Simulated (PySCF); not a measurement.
Cl5Nb (SMILES [Cl][Nb]([Cl])([Cl])([Cl])[Cl]), singlet, geometry from GFN2-xTB (such geometries of metal compounds can be far from the true shape) (core potentials on Nb); DF-M062X/def2-SVP in PySCF.

PySCF was given this input:
```python
from pyscf import gto, scf, dft

mol = gto.Mole()
mol.atom = '''
    Nb    0.000000    0.000000    0.000000
    Cl    1.857890   -0.395840   -1.218984
    Cl    0.992610   -0.983746    1.832318
    Cl   -0.992610    0.983746   -1.832318
    Cl   -1.652178   -1.536142    0.070291
    Cl   -0.205712    1.931982    1.148693
'''
mol.basis = 'def2-svp'
mol.ecp = {'Nb': 'def2-svp'}
mol.charge = 0
mol.spin = 0
mol.verbose = 4
mol.build()

mf = dft.RKS(mol)
mf.xc = 'm062x'
mf.diis_space = 20
mf = mf.density_fit(auxbasis='def2-universal-jkfit')
mf.kernel()
```

It wrote (shortened):

```
PySCF version 2.14.0

[INPUT] verbose = 4
[INPUT] num. atoms = 6
[INPUT] num. electrons = 98
[INPUT] charge = 0
[INPUT] spin (= nelec alpha-beta = 2S) = 0
[INPUT] symmetry False subgroup None
[INPUT] Mole.unit = angstrom
[INPUT] Symbol           X                Y                Z      unit          X                Y                Z       unit  Magmom
[INPUT]  1 Nb     0.000000000000   0.000000000000   0.000000000000 AA    0.000000000000   0.000000000000   0.000000000000 Bohr   0.0
[INPUT]  2 Cl     1.857890000000  -0.395840000000  -1.218984000000 AA    3.510903269568  -0.748029189148  -2.303545910227 Bohr   0.0
[INPUT]  3 Cl     0.992610000000  -0.983746000000   1.832318000000 AA    1.875761048505  -1.859010516136   3.462579193111 Bohr   0.0
[INPUT]  4 Cl    -0.992610000000   0.983746000000  -1.832318000000 AA   -1.875761048505   1.859010516136  -3.462579193111 Bohr   0.0
[INPUT]  5 Cl    -1.652178000000  -1.536142000000   0.070291000000 AA   -3.122163929032  -2.902887668442   0.132830739022 Bohr   0.0
[INPUT]  6 Cl    -0.205712000000   1.931982000000   1.148693000000 AA   -0.388739340537   3.650916857589   2.170715171205 Bohr   0.0

nuclear repulsion = 691.949560460468
number of shells = 51
number of NR pGTOs = 237
number of NR cGTOs = 121
basis = def2-svp
ecp = {'Nb': 'def2-svp'}

******** <class 'pyscf.df.df_jk.DFRKS'> ********
method = DFRKS
initial guess = minao
damping factor = 0
level_shift factor = 0
DIIS = <class 'pyscf.scf.diis.CDIIS'>
diis_start_cycle = 1
diis_space = 20
diis_damp = 0
SCF conv_tol = 1e-09
SCF conv_tol_grad = None
SCF max_cycles = 50
direct_scf = False
XC library pyscf.dft.libxc version 7.1.2
    S. Lehtola, C. Steigemann, M. J. T. Oliveira, and M. A. L. Marques,  SoftwareX 7, 1–5 (2018)
XC functionals = m062x
    Y. Zhao and D. G. Truhlar,  Theor. Chem. Acc. 120, 215 (2008)
    Y. Zhao and D. G. Truhlar,  Theor. Chem. Acc. 120, 215 (2008)
radial grids:
    Treutler-Ahlrichs [JCP 102, 346 (1995); DOI:10.1063/1.469408] (M4) radial grids

becke partition: Becke, JCP 88, 2547 (1988); DOI:10.1063/1.454033
pruning grids: <function nwchem_prune>
grids dens level: 3
symmetrized grids: False
atomic radii adjust function: <function treutler_atomic_radii_adjust>
small_rho_cutoff = 0
Set gradient conv threshold to 3.16228e-05
Initial guess from minao.
tot grids = 116840
******** <class 'pyscf.df.df.DF'> ********
auxbasis = def2-universal-jkfit
init E= -2350.70103966398
  HOMO = -0.566812990679471  LUMO = -0.520598656816574  gap/eV = 1.25756
cycle= 1 E= -2356.18734025149  delta_E= -5.49  |g|= 2.23  |ddm|= 4.63
  HOMO = -0.276942733486761  LUMO = 0.0627148522754241  gap/eV = 9.24255
cycle= 2 E= -2355.35563495415  delta_E= 0.832  |g|= 2.54  |ddm|= 4.81
  HOMO = -0.3759824610969  LUMO = -0.136781597734067  gap/eV = 6.50899
cycle= 3 E= -2357.34685052104  delta_E= -1.99  |g|= 0.188  |ddm|= 3.34
  HOMO = -0.387827422809809  LUMO = -0.131868617528211  gap/eV = 6.96499
cycle= 4 E= -2357.35609597969  delta_E= -0.00925  |g|= 0.0599  |ddm|= 0.367
  HOMO = -0.386371742925753  LUMO = -0.124512673574456  gap/eV = 7.12555
cycle= 5 E= -2357.35698468094  delta_E= -0.000889  |g|= 0.0232  |ddm|= 0.0788
  HOMO = -0.386004389099035  LUMO = -0.126478358513297  gap/eV = 7.06206
cycle= 6 E= -2357.35714537545  delta_E= -0.000161  |g|= 0.00414  |ddm|= 0.0307
  HOMO = -0.386511637267622  LUMO = -0.126873773911729  gap/eV = 7.06511
cycle= 7 E= -2357.35715249256  delta_E= -7.12e-06  |g|= 0.00153  |ddm|= 0.00834
  HOMO = -0.386502470543705  LUMO = -0.126653928694885  gap/eV = 7.07084
cycle= 8 E= -2357.35715339719  delta_E= -9.05e-07  |g|= 0.00045  |ddm|= 0.00241
  HOMO = -0.38647198060232  LUMO = -0.126585376557818  gap/eV = 7.07187
cycle= 9 E= -2357.35715348029  delta_E= -8.31e-08  |g|= 0.00015  |ddm|= 0.000719
  HOMO = -0.386477681033017  LUMO = -0.126575019955959  gap/eV = 7.07231
cycle= 10 E= -2357.35715348903  delta_E= -8.73e-09  |g|= 1.52e-05  |ddm|= 0.000238
  HOMO = -0.38647780792046  LUMO = -0.126572938031889  gap/eV = 7.07237
cycle= 11 E= -2357.35715348913  delta_E= -1.05e-10  |g|= 6.44e-06  |ddm|= 3.16e-05
  HOMO = -0.386477742359667  LUMO = -0.126573675389087  gap/eV = 7.07235
Extra cycle  E= -2357.35715348913  delta_E= -3.18e-12  |g|= 7.86e-06  |ddm|= 1.78e-05
converged SCF energy = -2357.35715348913
```
